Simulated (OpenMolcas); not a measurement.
What dynamic correlation does to the levels of Sn

- Program: OpenMolcas
- Basis: ANO-R2 [7s6p4d2f1g]
- Scalar Hamiltonian: X2C, finite nucleus
- Active space: 2 electrons in 3 orbitals (5p)
- State averaging: 2S+1 = 3 even, 3 roots; 2S+1 = 1 even, 6 roots
- Spin-orbit coupling: RASSI with atomic mean-field integrals over the reference wave functions, term energies averaged over their components

Methods on the same reference wave functions:
A. CASSCF
B. SS-CASPT2, IPEA 0.25 Eh, imaginary shift 0.1 Eh (closed shells correlated: 4d 5s)

Energies in eV above 5s2 5p2 3P0, the measured ground level; measured values from NIST Handbook of Basic Atomic Spectroscopic Data.

```tsv
Level	A	B	Measured
5s2 5p2 3P0	0.0000	0.0000	0.0000
5s2 5p2 3P1	0.1698	0.1792	0.2098
5s2 5p2 3P2	0.3829	0.384	0.4250
5s2 5p2 1D2	1.2840	1.126	1.0679
5s2 5p2 1S0	2.7032	2.257	2.1279
```

Deviations, from unrounded energies. A percentage is the sum of absolute deviations over the sum of measured energies, with the sign that they share, or ± where signs differ.

```
                        Against measurement  Levels      A      B
             mean absolute deviation (cm-1)       4   1800    520
      fine structure of the ground term (%)       2  -12.9  -11.3
other terms of the ground configuration (%)       2  +24.8   +5.9
```

B lies closest to measurement on these levels. The largest miss of B in the table is 5s2 5p2 1S0, by +1000 cm-1. The ranking rests on the paired levels alone, and a cruder setting can come out closer through cancelling errors.

From A to B the spin-free energies of the other terms of 5s2 5p2 shown, above 3P, scale by factors of 0.80 to 0.82.

The lowest spin-free term lies below A's lowest term by 0.490 hartree in B.

CASPT2 breaks the degeneracy within a term, and the mean is taken; among the terms shown or strongly mixed into the levels shown the widest spread is 81 cm-1 (5s2 5p2 1D, B). With the s shell closed, the reference lacks s² → p² mixing. Measured partners are found by configuration, term and J. A level has none where our copy of the source lacks it or the pairing is in doubt (some pairs that miss far off the trend of their configuration count as doubtful), and it then counts in no deviation. Only configurations of the active space appear.
